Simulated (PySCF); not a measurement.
B3LYP has the VWN-RPA correlation part, as in Gaussian. Delta-SCF ions had no search for a lower state. Excitations are Tamm–Dancoff values on a coarser integration grid. The basis has no diffuse functions, so Rydberg states are missing or too high.

Z-matrix (Å, degrees):
```
C
C 1 1.4777
H 2 1.0872 1 115.70
C 1 1.4805 2 61.34 3 -105.54
H 4 1.0847 1 118.45 2 108.22
H 4 1.0855 5 114.09 1 -145.75
C 2 1.5110 3 114.35 1 146.72
H 7 1.0912 2 110.48 3 178.89
H 7 1.0921 8 107.83 2 -121.38
H 7 1.0929 8 108.42 9 -116.79
Si 1 1.6860 2 149.04 3 78.16
H 11 1.4722 1 122.36 2 176.82
H 11 1.4723 12 115.69 1 -179.36
```
Charge 0, spin multiplicity 1.

Task: Give the HOMO–LUMO gap, S1–T1 gap (TDA), brightest of the four lowest singlets (TDA), vertical ionisation energy (Delta-SCF) and HOMO at the level B3LYP-D3(BJ)/def2-TZVP in PySCF.

Result: 
```yaml
HOMO–LUMO gap: 4.68 eV
S1–T1 gap (TDA): 2.62 eV
brightest of the four lowest singlets (TDA): 5.13 eV
vertical ionisation energy (Delta-SCF): 8.03 eV
HOMO: -5.92 eV
```
